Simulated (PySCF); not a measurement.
# Two-component Hartree-Fock for Ru²⁺ (ruthenium, charge +2)

Start: [Kr] 4d6; 4d3/2 filled at m_j = -3/2, -1/2, +1/2, +3/2; 4d5/2 filled at m_j = +3/2, +5/2. Calculated with PySCF 2.14 in x2c-TZVPall-2c (8s9p7d1f, 77 functions): generalised Hartree-Fock with the X2C-1e Hamiltonian and a Gaussian nucleus; one run each with spin-orbit coupling (SO) switched off, then screened by Boettger's factors.

```csv
spinor shell,electrons,"ε, spin-free (eV)","ε, screened SO (eV)",weight of nominal j (screened SO),"rms radius, screened SO (bohr)"
1s1/2,2,-22255.3,-22253.9,1.000,0.0384
2s1/2,2,-3297.0,-3296.6,1.000,0.158
2p1/2,2,-2948.3,-3038.8,1.000,0.137
2p3/2,4,-2948.3,-2906.0,1.000,0.142
3s1/2,2,-631.66,-631.52,1.000,0.428
3p1/2,2,-514.02,-529.97,1.000,0.425
3p3/2,4,-514.02,-506.50,1.000,0.436
3d3/2,4,-324.93,-327.79,0.978,0.416
3d5/2,6,-324.93,-322.86,0.985,0.420
4s1/2,2,-113.86,-113.81,1.000,1.09
4p1/2,2,-78.358,-83.899,0.715,1.20
4p3/2,4,-78.358,-75.621,0.858,1.21
4d3/2,4,-31.183,-30.994,0.679,1.64
4d5/2,2,-31.183,-31.558,0.883,1.63
```

```
   quantity    spin-free  screened SO
E (hartree)  -4526.88801  -4527.53576
        M_J            4            4
       ⟨J²⟩       20.011       20.014
       ⟨L²⟩        6.008        6.077
       ⟨S²⟩        6.003        5.974
```

Each row is a mean over spinors that exchange with the open shell spreads, by up to 9.201 eV (4p3/2).

Rows whose weight is well below 1 are mixtures of j = l ± 1/2: exchange outweighs spin-orbit coupling there, and the label is only the starting occupation.

Breit and QED terms are absent; they matter most for the inner s and p1/2 levels.

Densities and radii are taken from the X2C orbitals without a picture-change correction, which distorts them close to the nucleus.

Without spin-orbit coupling the j labels of p, d and f shells carry no meaning; the spin-free column gives the mean over the occupied spinors of each nl shell.
